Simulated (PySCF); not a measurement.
# Radial density of Cd (cadmium, neutral)

UHF, [Kr] 4d10 5s1 5d1, high-spin 3D determinant (an excited configuration). Computed with PySCF 2.14 in aug-cc-pVDZ-PP with ECP28MDF (5s5p4d2f, 54 functions), with scalar relativity through the core potential. This is the valence pseudo-density: the core potential removes the inner electrons and smooths the orbitals near the nucleus.

```
r (bohr)  4πr²ρ (e/bohr)  4πr²(ρα − ρβ)
  0.0180       1.973e-05         0.0000
  0.0303       4.943e-05         0.0000
  0.0509       0.0001173         0.0000
  0.0856       0.0005006         0.0000
   0.144        0.005826         0.0000
   0.242         0.09273         0.0000
   0.408           1.967         0.0073
   0.686           16.18         0.0410
    1.15           14.94        -0.0161
    1.94           2.977         0.3717
    3.26          0.5848         0.4672
    5.49          0.2996         0.2992
    9.23        0.001137         0.0011
```

Energies and moments cover only the electrons outside the core potential. The outer electron is Rydberg-like, and this basis confines it to a smaller radius and binds it less than a complete one would. At UHF the highest occupied level has a positive energy, so only the finite basis holds that electron; for this excited configuration the basis is too tight for the outer shell.

(1) Where is the radial spin density 4πr²(ρα − ρβ) most negative, and why is it negative at all?

## Answers

(1) Around r = 1.15 bohr, down to -0.0161 e/bohr: exchange with the open shell polarises the paired shells in an unrestricted calculation.
